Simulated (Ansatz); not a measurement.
Ansatz (an electronic-structure program) input (HF/6-31G*):

Ansatz 0.2 input:
```yaml
crystal:
  periodic: [false, false, false]
  atoms:
    - {symbol: C, position_ang: [1.97637481, 1.34410497, -0.10293052]}
    - {symbol: C, position_ang: [0.68873217, 1.06967971, 0.07373440]}
    - {symbol: B, position_ang: [0.06429676, -0.36414624, -0.07769723]}
    - {symbol: C, position_ang: [0.92774682, -1.64243292, -0.46271726]}
    - {symbol: C, position_ang: [-1.47576686, -0.59913436, 0.15059487]}
    - {symbol: C, position_ang: [-2.35719276, 0.33945304, 0.47685795]}
    - {symbol: H, position_ang: [2.37254205, 2.34002489, 0.00886443]}
    - {symbol: H, position_ang: [2.69533191, 0.58933567, -0.36708414]}
    - {symbol: H, position_ang: [0.05671470, 1.90467417, 0.33720611]}
    - {symbol: H, position_ang: [1.98719887, -1.47582413, -0.61886262]}
    - {symbol: H, position_ang: [0.82327996, -2.40121614, 0.31306875]}
    - {symbol: H, position_ang: [0.52693440, -2.09437586, -1.37024479]}
    - {symbol: H, position_ang: [-1.86096956, -1.60349170, 0.03533163]}
    - {symbol: H, position_ang: [-3.40271883, 0.12227784, 0.62133425]}
    - {symbol: H, position_ang: [-2.07916241, 1.36930389, 0.61563582]}
basis:
  gaussian:
    orbitals: 6-31G*
hamiltonian:
  xc: {name: HF}
phonons: {temperatures: {t_min: 298.15, t_max: 298.15, t_step: 100}}
```

Output:

```
Functional definition: HF
integrals: 0.06 GiB planned
1291 factors; integrals over basis functions are off by at most 4.2e-4 eV
mean field: 0.35 GiB planned
mean field evaluation 1: about -5962.2493 eV, gradient 3.3e1 eV
mean field evaluation 2: about -5962.3387 eV, gradient 3.3e1 eV
mean field evaluation 4: about -5965.5895 eV, gradient 3.2e0 eV
mean field evaluation 8: about -5965.6244 eV, gradient 1.5e-1 eV
mean field -5965.62455693 eV, -219.2326588217 hartree, gradient 2.4e-5 eV, S^2 0.000000; 0 other end points of the search recorded, 0 dependent functions left out
the calculation of the forces begins
reference -5965.62455693 eV, -219.2326588217 hartree; 22, 22 occupied and 86, 86 virtual orbitals, 1291 factors
these checks for a lower state are left out or cut short: stability, starts, cluster_reference, orbital_swaps, neighbouring_geometries, increment
integrals: 0.06 GiB planned
1291 factors; integrals over basis functions are off by at most 4.2e-4 eV
mean field: 0.35 GiB planned
mean field evaluation 16: about -5965.6243 eV, gradient 6.2e-5 eV
mean field -5965.62433723 eV, -219.2326507480 hartree, gradient 1.6e-6 eV, S^2 0.000000; 0 other end points of the search recorded, 0 dependent functions left out
the calculation of the forces begins
reference -5965.62433723 eV, -219.2326507480 hartree; 22, 22 occupied and 86, 86 virtual orbitals, 1291 factors
these checks for a lower state are left out or cut short: stability, starts, cluster_reference, orbital_swaps, neighbouring_geometries, increment
integrals: 0.06 GiB planned
1291 factors; integrals over basis functions are off by at most 4.3e-4 eV
mean field: 0.35 GiB planned
mean field -5965.62433570 eV, -219.2326506915 hartree, gradient 1.6e-6 eV, S^2 0.000000; 0 other end points of the search recorded, 0 dependent functions left out
the calculation of the forces begins
reference -5965.62433570 eV, -219.2326506915 hartree; 22, 22 occupied and 86, 86 virtual orbitals, 1291 factors
these checks for a lower state are left out or cut short: stability, starts, cluster_reference, orbital_swaps, neighbouring_geometries, increment
integrals: 0.06 GiB planned
1291 factors; integrals over basis functions are off by at most 4.2e-4 eV
mean field: 0.35 GiB planned
mean field evaluation 32: about -5965.6244 eV, gradient 2.3e-6 eV
mean field -5965.62439193 eV, -219.2326527581 hartree, gradient 4.5e-6 eV, S^2 0.000000; 0 other end points of the search recorded, 0 dependent functions left out
the calculation of the forces begins
reference -5965.62439193 eV, -219.2326527581 hartree; 22, 22 occupied and 86, 86 virtual orbitals, 1291 factors
these checks for a lower state are left out or cut short: stability, starts, cluster_reference, orbital_swaps, neighbouring_geometries, increment
integrals: 0.06 GiB planned
1291 factors; integrals over basis functions are off by at most 4.3e-4 eV
mean field: 0.35 GiB planned
mean field -5965.62438326 eV, -219.2326524393 hartree, gradient 4.9e-6 eV, S^2 0.000000; 0 other end points of the search recorded, 0 dependent functions left out
the calculation of the forces begins
reference -5965.62438326 eV, -219.2326524393 hartree; 22, 22 occupied and 86, 86 virtual orbitals, 1291 factors
these checks for a lower state are left out or cut short: stability, starts, cluster_reference, orbital_swaps, neighbouring_geometries, increment
integrals: 0.06 GiB planned
1291 factors; integrals over basis functions are off by at most 4.3e-4 eV
mean field: 0.35 GiB planned
mean field -5965.62436532 eV, -219.2326517802 hartree, gradient 2.8e-6 eV, S^2 0.000000; 0 other end points of the search recorded, 0 dependent functions left out
the calculation of the forces begins
reference -5965.62436532 eV, -219.2326517802 hartree; 22, 22 occupied and 86, 86 virtual orbitals, 1291 factors
these checks for a lower state are left out or cut short: stability, starts, cluster_reference, orbital_swaps, neighbouring_geometries, increment
integrals: 0.06 GiB planned
1291 factors; integrals over basis functions are off by at most 4.2e-4 eV
mean field: 0.35 GiB planned
mean field -5965.62436691 eV, -219.2326518385 hartree, gradient 2.2e-6 eV, S^2 0.000000; 0 other end points of the search recorded, 0 dependent functions left out
the calculation of the forces begins
reference -5965.62436691 eV, -219.2326518385 hartree; 22, 22 occupied and 86, 86 virtual orbitals, 1291 factors
these checks for a lower state are left out or cut short: stability, starts, cluster_reference, orbital_swaps, neighbouring_geometries, increment
integrals: 0.06 GiB planned
1291 factors; integrals over basis functions are off by at most 4.2e-4 eV
mean field: 0.35 GiB planned
mean field -5965.62439820 eV, -219.2326529883 hartree, gradient 3.5e-6 eV, S^2 0.000000; 0 other end points of the search recorded, 0 dependent functions left out
[...]
reference -5965.62445249 eV, -219.2326549836 hartree; 22, 22 occupied and 86, 86 virtual orbitals, 1291 factors
these checks for a lower state are left out or cut short: stability, starts, cluster_reference, orbital_swaps, neighbouring_geometries, increment
integrals: 0.06 GiB planned
1291 factors; integrals over basis functions are off by at most 4.2e-4 eV
mean field: 0.35 GiB planned
mean field evaluation 320: about -5965.6245 eV, gradient 1.6e-4 eV
mean field -5965.62445430 eV, -219.2326550501 hartree, gradient 1.4e-6 eV, S^2 0.000000; 0 other end points of the search recorded, 0 dependent functions left out
the calculation of the forces begins
reference -5965.62445430 eV, -219.2326550501 hartree; 22, 22 occupied and 86, 86 virtual orbitals, 1291 factors
these checks for a lower state are left out or cut short: stability, starts, cluster_reference, orbital_swaps, neighbouring_geometries, increment
integrals: 0.06 GiB planned
1291 factors; integrals over basis functions are off by at most 4.2e-4 eV
mean field: 0.35 GiB planned
mean field -5965.62453498 eV, -219.2326580150 hartree, gradient 2.1e-6 eV, S^2 0.000000; 0 other end points of the search recorded, 0 dependent functions left out
the calculation of the forces begins
reference -5965.62453498 eV, -219.2326580150 hartree; 22, 22 occupied and 86, 86 virtual orbitals, 1291 factors
these checks for a lower state are left out or cut short: stability, starts, cluster_reference, orbital_swaps, neighbouring_geometries, increment
integrals: 0.06 GiB planned
1291 factors; integrals over basis functions are off by at most 4.2e-4 eV
mean field: 0.35 GiB planned
mean field -5965.62453646 eV, -219.2326580694 hartree, gradient 2.1e-6 eV, S^2 0.000000; 0 other end points of the search recorded, 0 dependent functions left out
the calculation of the forces begins
reference -5965.62453646 eV, -219.2326580694 hartree; 22, 22 occupied and 86, 86 virtual orbitals, 1291 factors
these checks for a lower state are left out or cut short: stability, starts, cluster_reference, orbital_swaps, neighbouring_geometries, increment
integrals: 0.06 GiB planned
1291 factors; integrals over basis functions are off by at most 4.2e-4 eV
mean field: 0.35 GiB planned
mean field -5965.62453397 eV, -219.2326579778 hartree, gradient 1.3e-6 eV, S^2 0.000000; 0 other end points of the search recorded, 0 dependent functions left out
the calculation of the forces begins
reference -5965.62453397 eV, -219.2326579778 hartree; 22, 22 occupied and 86, 86 virtual orbitals, 1291 factors
these checks for a lower state are left out or cut short: stability, starts, cluster_reference, orbital_swaps, neighbouring_geometries, increment
integrals: 0.06 GiB planned
1291 factors; integrals over basis functions are off by at most 4.2e-4 eV
mean field: 0.35 GiB planned
mean field -5965.62453363 eV, -219.2326579653 hartree, gradient 1.3e-6 eV, S^2 0.000000; 0 other end points of the search recorded, 0 dependent functions left out
the calculation of the forces begins
reference -5965.62453363 eV, -219.2326579653 hartree; 22, 22 occupied and 86, 86 virtual orbitals, 1291 factors
these checks for a lower state are left out or cut short: stability, starts, cluster_reference, orbital_swaps, neighbouring_geometries, increment
integrals: 0.06 GiB planned
1291 factors; integrals over basis functions are off by at most 4.2e-4 eV
mean field: 0.35 GiB planned
mean field evaluation 352: about -5965.6245 eV, gradient 2.2e-5 eV
mean field -5965.62449448 eV, -219.2326565265 hartree, gradient 1.6e-6 eV, S^2 0.000000; 0 other end points of the search recorded, 0 dependent functions left out
the calculation of the forces begins
reference -5965.62449448 eV, -219.2326565265 hartree; 22, 22 occupied and 86, 86 virtual orbitals, 1291 factors
these checks for a lower state are left out or cut short: stability, starts, cluster_reference, orbital_swaps, neighbouring_geometries, increment
integrals: 0.06 GiB planned
1291 factors; integrals over basis functions are off by at most 4.3e-4 eV
mean field: 0.35 GiB planned
mean field -5965.62449353 eV, -219.2326564917 hartree, gradient 1.7e-6 eV, S^2 0.000000; 0 other end points of the search recorded, 0 dependent functions left out
the calculation of the forces begins
reference -5965.62449353 eV, -219.2326564917 hartree; 22, 22 occupied and 86, 86 virtual orbitals, 1291 factors
these checks for a lower state are left out or cut short: stability, starts, cluster_reference, orbital_swaps, neighbouring_geometries, increment
integrals: 0.06 GiB planned
1291 factors; integrals over basis functions are off by at most 4.2e-4 eV
mean field: 0.35 GiB planned
mean field -5965.62444326 eV, -219.2326546442 hartree, gradient 1.5e-6 eV, S^2 0.000000; 0 other end points of the search recorded, 0 dependent functions left out
the calculation of the forces begins
reference -5965.62444326 eV, -219.2326546442 hartree; 22, 22 occupied and 86, 86 virtual orbitals, 1291 factors
these checks for a lower state are left out or cut short: stability, starts, cluster_reference, orbital_swaps, neighbouring_geometries, increment
integrals: 0.06 GiB planned
1291 factors; integrals over basis functions are off by at most 4.2e-4 eV
mean field: 0.35 GiB planned
mean field -5965.62444168 eV, -219.2326545864 hartree, gradient 1.4e-6 eV, S^2 0.000000; 0 other end points of the search recorded, 0 dependent functions left out
the calculation of the forces begins
reference -5965.62444168 eV, -219.2326545864 hartree; 22, 22 occupied and 86, 86 virtual orbitals, 1291 factors
these checks for a lower state are left out or cut short: stability, starts, cluster_reference, orbital_swaps, neighbouring_geometries, increment
integrals: 0.06 GiB planned
1291 factors; integrals over basis functions are off by at most 4.2e-4 eV
mean field: 0.35 GiB planned
mean field -5965.62453826 eV, -219.2326581357 hartree, gradient 2.0e-6 eV, S^2 0.000000; 0 other end points of the search recorded, 0 dependent functions left out
the calculation of the forces begins
reference -5965.62453826 eV, -219.2326581357 hartree; 22, 22 occupied and 86, 86 virtual orbitals, 1291 factors
these checks for a lower state are left out or cut short: stability, starts, cluster_reference, orbital_swaps, neighbouring_geometries, increment
integrals: 0.06 GiB planned
1291 factors; integrals over basis functions are off by at most 4.2e-4 eV
mean field: 0.35 GiB planned
mean field evaluation 384: about -5965.6245 eV, gradient 9.9e-6 eV
mean field -5965.62453883 eV, -219.2326581566 hartree, gradient 2.0e-6 eV, S^2 0.000000; 0 other end points of the search recorded, 0 dependent functions left out
the calculation of the forces begins
reference -5965.62453883 eV, -219.2326581566 hartree; 22, 22 occupied and 86, 86 virtual orbitals, 1291 factors
WARN: phonons: modes at or below zero, which the zero-point energy, F, S and C_V leave out: 1, the lowest at -17.14 cm⁻¹ …
Total energy: -5965.62455693 eV, -219.2326588217 hartree
Atom 0 at     1.976375     1.344105    -0.102931 Å, force     0.002267     0.000505    -0.000307 eV/Å
Atom 1 at     0.688732     1.069680     0.073734 Å, force    -0.001274    -0.000372     0.000157 eV/Å
Atom 2 at     0.064297    -0.364146    -0.077697 Å, force    -0.000226     0.000950     0.000213 eV/Å
Atom 3 at     0.927747    -1.642433    -0.462717 Å, force     0.000597     0.000520    -0.000010 eV/Å
Atom 4 at    -1.475767    -0.599134     0.150595 Å, force     0.000920    -0.000428    -0.000240 eV/Å
Atom 5 at    -2.357193     0.339453     0.476858 Å, force    -0.000823     0.000471     0.000231 eV/Å
Atom 6 at     2.372542     2.340025     0.008864 Å, force    -0.000607    -0.000688    -0.000019 eV/Å
Atom 7 at     2.695332     0.589336    -0.367084 Å, force    -0.000554     0.000328     0.000157 eV/Å
Atom 8 at     0.056715     1.904674     0.337206 Å, force     0.000104     0.000241     0.000026 eV/Å
Atom 9 at     1.987199    -1.475824    -0.618863 Å, force    -0.000134     0.000162     0.000053 eV/Å
Atom 10 at     0.823280    -2.401216     0.313069 Å, force    -0.000001    -0.000842    -0.000082 eV/Å
Atom 11 at     0.526934    -2.094376    -1.370245 Å, force    -0.000024    -0.000817    -0.000216 eV/Å
Atom 12 at    -1.860970    -1.603492     0.035332 Å, force    -0.000433    -0.000201     0.000040 eV/Å
Atom 13 at    -3.402719     0.122278     0.621334 Å, force     0.000326     0.000065    -0.000045 eV/Å
Atom 14 at    -2.079162     1.369304     0.615636 Å, force    -0.000139     0.000105     0.000044 eV/Å
Dipole moment:    -0.016495     0.093696     0.019983 e Å
Vibrations: -17.14 54.38 73.92 219.69 294.38 345.73 411.31 530.71 568.00 678.15 689.53 907.28 971.57 1071.70 1103.22 1130.17 1135.17 1151.90 1162.96 1227.38 1287.32 1439.60 1453.25 1493.89 1587.38 1591.64 1614.16 1615.44 1818.40 1829.65 3171.54 3211.55 3273.23 3283.26 3302.13 3327.25 3331.62 3400.85 3404.79 cm⁻¹, zero-point energy 3.667706 eV
```

The blocks after the first are displaced geometries, from whose forces the wavenumbers follow.
